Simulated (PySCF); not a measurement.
**Sulfur: a sound run and one with changed settings**

Sound run: S²⁺ [Ne] 3s2 3p2, S³⁺ [Ne] 3s2 3p1. All numbers are calculated (PySCF 2.14, no relativity, point nucleus, in def2-SVP (4s3p1d, 18 functions)). In the sound run the correlated levels freeze [Ne]. The sound run starts from symmetry-adapted Hartree-Fock orbitals and uses a fine grid where one is needed.

Changed run: basis STO-3G. This setting is unsound on purpose.

| species | method | sound run (hartree) | changed run (hartree) | converged |
| --- | --- | --- | --- | --- |
| S²⁺ | UHF | -396.19036 | -392.09347 | yes |
| S²⁺ | BP86 | -396.76552 | -392.56313 | yes |
| S²⁺ | PBE | -396.56261 | -392.36418 | yes |
| S²⁺ | MP2 | -396.24436 | -392.10181 | yes |
| S²⁺ | CCSD(T) | -396.26683 | -392.10822 | yes |
| S³⁺ | UHF | -394.93820 | -390.80108 | yes |
| S³⁺ | BP86 | -395.48589 | -391.24011 | yes |
| S³⁺ | PBE | -395.28430 | -391.04331 | yes |
| S³⁺ | MP2 | -394.98079 | -390.81823 | yes |
| S³⁺ | CCSD(T) | -395.00222 | -390.83050 | yes |

Ionisation energy of S²⁺:

```
 method  sound run (eV)  changed run (eV)
    UHF          34.073            35.168
   BP86          34.821            36.001
    PBE          34.785            35.943
    MP2          34.383            34.928
SCS-MP2          34.300            34.880
   CCSD          34.404            34.768
CCSD(T)          34.412            34.768
```

A minimal basis cannot let orbitals breathe on ionisation and holds almost no correlation.

For comparison, NIST gives 34.86 ± 0.04 eV between the lowest levels.
